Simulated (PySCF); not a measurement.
Gas-phase reaction: 2 ZnCH3 = 2 Zn + C2H4 + H2

Computed with PySCF (xtb for GFN2) and rigid-rotor harmonic-oscillator thermochemistry at 1 bar. † marks an energy on the PBE0/def2-TZVP geometry and frequencies; other levels use their own. MP2 freezes the core. 6-31G* has spherical d functions here. Open shells (unrestricted): ZnCH3 (multiplicity 2); the rest are closed-shell singlets. GFN2 has no spin-polarisation term. B3LYP is the form with VWN-RPA correlation. Zn: all electrons, no relativistic terms. ZnCH3: computed as isolated molecules; such fragments, hydroxides, amides, oligomers or adducts are transient or little studied in the gas. MP2 isn't extrapolated to the basis-set limit; its ΔH°(298 K) is -65.6 kJ in def2-SVP and -72.7 kJ in def2-TZVPP. The harmonic model lacks anharmonicity and excited electronic states, which grow with temperature; levels with a mode under 35 cm⁻¹ are left out.

```csv
level,"ΔE electronic, kJ","ΔH°(298 K), kJ","ΔS°(298 K), J/K","ΔG°(600 K), kJ"
B3LYP/def2-TZVP†,-117,-127,162,-225
GFN2-xTB,-50,-62,151,-153
HF/6-31G*,1,-10,164,-109
MP2/def2-TZVPP†,-63,-73,162,-171
PBE/def2-SVP,-45,-55,162,-154
PBE/def2-TZVP†,-77,-88,162,-186
PBE0/def2-SVP†,-38,-48,162,-147
```
ΔH° is lowest at B3LYP/def2-TZVP† and highest at HF/6-31G*. No reference value is set beside these.
